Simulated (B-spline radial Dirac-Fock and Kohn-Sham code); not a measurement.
**K-line shifts caused by a second vacancy in Nb⁵⁺**

System: the Nb⁵⁺ ion in the configuration [Ar] 3d10 4s2 4p6, inside a Watson sphere of charge -5 and radius 1.8 Å (a model of the Madelung potential; inside it an electron's potential energy is raised by 40.0 eV).

Method: ΔSCF Dirac-Fock with Breit, self-energy and vacuum polarisation, finite nucleus, configuration average. Computed with an atomic code on a B-spline grid. Each two-hole energy is an average over J within one jj subconfiguration, not an observable level; in light atoms, where LS coupling holds, the j-resolved values are not observed lines, and for a K spectator the Kα1 hypersatellite is nearly forbidden. Electron correlation is not included.

Lines without a spectator: Kα2 (K-L2) 16518.8 eV, Kα1 (K-L3) 16613.0 eV, Kβ3 (K-M2) 18604.5 eV, Kβ1 (K-M3) 18620.2 eV. Shifts in eV with one spectator hole (a dash: not computed, or left out as unreliable):

```
spectator hole     Kα2     Kα1     Kβ3     Kβ1
        K (1s)  +454.0  +463.4  +575.6  +577.5
    L2 (2p1/2)   +47.2   +58.7       –  +128.0
    L3 (2p3/2)   +49.3   +48.4  +117.8       –
    M2 (3p1/2)       –   +5.59  +13.72  +16.90
    M3 (3p3/2)   +4.46       –  +15.03  +14.46
    M4 (3d3/2)   +0.17   -1.76       –       –
    M5 (3d5/2)   -2.03   -0.69       –       –
```

With n spectator holes in 2p, averaged over the 2p shell (energies in eV):

| n | KαLⁿ | step | hypersatellite KαʰLⁿ |
| --- | --- | --- | --- |
| 0 | 16581.6 | – | 17041.9 |
| 1 | 16632.9 | +51.3 | 17094.5 |
| 2 | 16685.4 | +52.5 | 17148.4 |
| 3 | 16739.2 | +53.7 | 17203.5 |
| 4 | 16794.1 | +55.0 | 17259.9 |
| 5 | 16850.3 | +56.2 | 17317.4 |
